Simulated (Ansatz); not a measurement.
Total energies of In2N3⁻ from Ansatz at PBE-D4/def2-TZVPD, gas phase (1 Eh = 27.2114 eV = 2625.5 kJ/mol). The reference geometry is relaxed at PBE0-D4/def2-SVPD.

```tsv
atom	x (Å)	y (Å)	z (Å)
In1	-0.509	0.904	-1.195
In2	0.464	-2.324	1.928
N3	1.002	-0.035	1.392
N4	-1.193	1.872	-2.680
N5	0.235	-0.417	0.556
```

| state | geometry | energy (Eh) |
| --- | --- | --- |
| charge -1 singlet | reference | -544.36884 |
| charge 0 doublet | reference | -544.29600 |
| charge -1 quintet | relaxed at PBE0-D4/def2-SVPD | -544.38416 |

In the def2 sets In takes a core potential; there is no spin–orbit coupling.

(1) Work out the vertical ionisation energy to the doublet.

(2) Which of the charge -1 states is lowest, and how far above it are the others?

(1) E(charge 0 doublet) − E(charge -1 singlet) = -544.29600 − (-544.36884) = 0.07284 Eh = 1.98 eV. For comparison, −ε of the highest occupied level is 0.00 eV at this level, 1.98 eV less.

(2) The quintet. singlet: -544.36884 − (-544.38416) = 0.01532 Eh = 40.2 kJ/mol. The quintet has fallen apart, so its energy is that of loose fragments and no spin gap. The quintet differs in its bonds from the reference.

At PBE-D4/def2-TZVPD the highest occupied level of the charge -1 quintet lies above zero (up to 0.56 eV). It is a level of α spin, whose loss leaves a quartet; that state wasn't run at this geometry and level. The electron is either unbound and held by the finite basis, or the level is raised by self-interaction error.  The triplet lies 0.23 eV below the singlet at this level but is left out (at the level of its geometry, ⟨S²⟩ 2.66, where a pure state has 2.00).

The structure comes from a short search, and lower isomers may exist.
